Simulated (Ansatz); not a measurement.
`Cl[SiH]1BC1` + H₂ → `B1C[SiH2]1` + HCl at 700 K and 1 bar (hydrogenolysis of the Si–Cl bond).

Gas-phase electronic energies from Ansatz, PBE0-D4/def2-TZVP geometries. CCSD(T)/CBS adds triple-zeta CCSD(T) − MP2 to the extrapolated MP2 energy (def2 sets, frozen cores). This one scheme is used for every species.

```
      species  CCSD(T)/CBS energy (Eh)  H − E (kJ/mol)  S (J/(mol·K))
`Cl[SiH]1BC1`               -814.09176           188.9          405.0
           H₂                 -1.17544            46.8          155.3
 `B1C[SiH2]1`               -354.85519           197.4          362.0
          HCl               -460.38127            38.4          211.8
```

H − E and S are ideal-gas, rigid-rotor, harmonic terms from PBE0-D4/def2-TZVP, for one conformer and one mirror image of each species. The MP2-based limit puts H₂ 0.8 mEh under its directly extrapolated value; such offsets cancel only in part. 1 Eh = 2625.50 kJ/mol, R = 8.31446 J/(mol·K).

Question: By hand: ΔE, ΔH, ΔS and ΔG.

Answer: ΔE = (-354.85519) + (-460.38127) − (-814.09176) − (-1.17544) = 0.03074 Eh = 80.7 kJ/mol. Δ(H − E) = 197.4 + 38.4 − 188.9 − 46.8 = 0.1, so ΔH = 80.8 kJ/mol. ΔS = 362.0 + 211.8 − 405.0 − 155.3 = 13.5 J/(mol·K). ΔG = 80.8 − 700 × (13.5)/1000 = 71.3 kJ/mol.

Question: By hand: the equilibrium constant, and the temperature at which ΔG would vanish if ΔH and ΔS stayed fixed.

Answer: log₁₀ K = −ΔG/(RT ln 10) = -5.3. ΔG = 0 at ΔH/ΔS = 5985 K, far beyond where these terms or the molecules hold.

The number of gas molecules stays the same, so ΔS is small and ΔH decides. A doubt of 5 kJ/mol in ΔE shifts log₁₀ K by 0.4 here. Other conformers and mirror images would add mixing entropy, several J/(mol·K) or more a flexible species. These are equilibria of isolated gas molecules and say nothing of rates. Largest T1 diagnostic: 0.014 (customary marks: 0.02 for closed shells, 0.045 for open ones).
